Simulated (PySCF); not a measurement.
Ligand exchange on a metal centre used in film growth or etching (Zn NH2-Br). Gas-phase values, no solvent. One relaxed conformer stands for each flexible species; it need not be the lowest.

These are PySCF with TPSSh-D3(BJ)/def2-TZVP // PBE-D3(BJ)/def2-SVP values and carry that method's errors. All candidates: neutral, multiplicity 1. 

```json
{
 "HOMO–LUMO gap": "5.35 eV",
 "HOMO": "-6.09 eV",
 "LUMO": "-0.74 eV"
}
```

Problem. Which member has these values?
A. [Zn(Br)2]
B. [Zn(NH2)(Br)]
C. [Zn(NH2)2]

Solution. C, [Zn(NH2)2]. The others give [Zn(Br)2]: 5.67 eV, -7.90 eV, -2.23 eV; [Zn(NH2)(Br)]: 5.28 eV, -6.73 eV, -1.45 eV
